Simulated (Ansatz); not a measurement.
Cl2Ga, charge +1, singlet, geometry from GFN2-xTB (such geometries of metal compounds can be far from the true shape); SVWN5/3-21G (Ansatz, a quantum-chemistry and plane-wave program).

Here is a job for Ansatz.
Ansatz 0.2 input:
```yaml
crystal:
  periodic: [false, false, false]
  atoms:
    - {symbol: Ga, position_ang: [0.00000000, 0.00000000, 0.00000000]}
    - {symbol: Cl, position_ang: [0.00000000, 0.00000000, 2.07019474]}
    - {symbol: Cl, position_ang: [-0.00000000, -0.00000000, -2.07019474]}
basis:
  gaussian:
    orbitals: 3-21G.json
hamiltonian:
  xc: {name: SVWN5}
total_charge: 1
```
The basis file holds 3-21G in the JSON format of the Basis Set Exchange.

It wrote (shortened):

```
Functional definition: SVWN5
482 factors; integrals over basis functions are off by at most 2.0e-4 eV
mean field evaluation 1: about -76870.6276 eV, gradient 4.4e1 eV
mean field evaluation 2: about -76839.9018 eV, gradient 1.0e2 eV
mean field evaluation 4: about -76876.7381 eV, gradient 2.6e0 eV
mean field evaluation 8: about -76876.7637 eV, gradient 5.2e-3 eV
mean field -76876.76370377 eV, -2825.1689571715 hartree, gradient 3.3e-5 eV, S^2 0.000000; 0 other end points of the search recorded, 0 dependent functions left out
reference -76876.76373707 eV, -2825.1689583952 hartree; 32, 32 occupied and 17, 17 virtual orbitals, 482 factors
Total energy: -76876.76373707 eV, -2825.1689583952 hartree
```
